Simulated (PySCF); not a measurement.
The numbers are results of B3LYP-D3(BJ)/def2-TZVP (PySCF), not measurements. Isolated molecules, 0 K electronic values unless said otherwise. One relaxed conformer stands for a flexible species; it need not be the lowest. B3LYP has the VWN-RPA correlation part, as in Gaussian. Delta-SCF ions had no search for a lower state. 

Reference species (SMILES): `C=C=[Si](C)C` (neutral, multiplicity 1).

```json
{
  "vertical ionisation energy (Delta-SCF)": "7.45 eV",
  "HOMO–LUMO gap": "4.94 eV",
  "HOMO": "-5.40 eV"
}
```

After one change: the vertical ionisation energy (Delta-SCF) increases by 0.11 eV; the HOMO–LUMO gap drops by 1.14 eV; the HOMO decreases by 0.19 eV.

**Question.** What was changed between the two runs? The new species is one of these.
(A) `CC[SiH]1C=C1` (C–C–Si–C torsion 25°)
(B) `[SiH3]C1=CCC1`
(C) `C=CC(C)=[SiH2]` (C–C–C–Si torsion 180°)
(D) `C[C@@H]1CC1=[SiH2]`

**Answer.** C, `C=CC(C)=[SiH2]` (C–C–C–Si torsion 180°)
